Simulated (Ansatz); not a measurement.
Basis-set extrapolation for C$_{2}$H$_{8}$B$_{2}$O, SMILES `CCBBO` (PBE0-D4/def2-TZVP geometry, frozen core, Ansatz 0.2.0). Multiplicity 1, RHF reference.

```csv
,def2-TZVPP,def2-QZVPP
HF,-204.724706,-204.734595
MP2 correlation,-0.789122,-0.843269
CCSD(T) correlation,-0.870820,not run
```

Energies in hartree. Use E(X) = E(∞) + A·exp(−7.88·√X) for Hartree–Fock and E(X) = E(∞) + B·X^(−2.97) for correlation, with X = 3 and 4, and add CCSD(T) minus MP2 of the smaller set to the MP2 limit.

Question: What is the CCSD(T) energy at the basis-set limit?

Answer: HF limit: -204.734595 + (-0.009889) × 0.13774 = -204.73596. MP2 limit: -0.843269 + (-0.054147) × 0.74074 = -0.88338. Higher-order term: -0.870820 − (-0.789122) = -0.08170. Total: -205.70104 hartree, 66.2 kcal/mol below CCSD(T)/def2-TZVPP.
